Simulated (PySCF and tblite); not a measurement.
C₈H₁₃GeN, numbered as in [CH3:1][Ge:2]([CH3:3])([CH3:4])[c:5]1[cH:6][cH:7][cH:8][n:9][cH:10]1. Level: PBE0-D3(BJ)/def2-SVP//GFN2-xTB, thermal terms from GFN2-xTB, symmetry numbers and mirror pairs counted. Conformers within 3 kcal/mol (GFN2-xTB free energy) were kept, 10 at most. GIAO shieldings: B97-2/6-31G*. Shifts are against NH3 (¹⁵N) at the same level. Codes: tblite and PySCF.

Torsions listed: C1–Ge2–C5–C6.

```
conformer  shape  point group  mirror pair  ΔE(DFT)  Δ(G−E) at 400 K  δ N9 (ppm)
        1     0°           Cs           no     0.00             0.00       301.4
        2   180°           Cs           no     0.05            -0.01       302.2
```

Energies in kcal/mol; the thermal term leaves out symmetry numbers and mirror images.

**Question.** Work out the weights at 400 K and the ¹⁵N shift of N9 under fast exchange.

**Answer.** RT = 0.795 kcal/mol. Each conformer gets RT ln(σ/g), with σ the rotational symmetry number and g = 2 for a mirror pair: 1: σ = 1, g = 1, G = 0.00 + 0.00 + 0.00 = 0.00, 0.00 above the lowest, exp(−ΔG/RT) = 1.000; 2: σ = 1, g = 1, G = 0.05 − 0.01 + 0.00 = 0.04, 0.04 above the lowest, exp(−ΔG/RT) = 0.956. The sum is 1.956, so the weights are 51.1, 48.9 %. The averaged shift is 301.8 ppm. At 298.15 K it is 301.8 ppm. At 298.15 K the leading conformer alone gives 301.4 ppm and bare DFT energies give 301.8 ppm.

Spin–orbit effects of the heavy atoms on shieldings are missing. Unscaled ¹⁵N shifts at such levels can be off by tens of ppm; differences between conformers or isomers are more reliable.


¹⁵N shifts are against a computed isolated NH3 molecule, about 20 ppm from the liquid.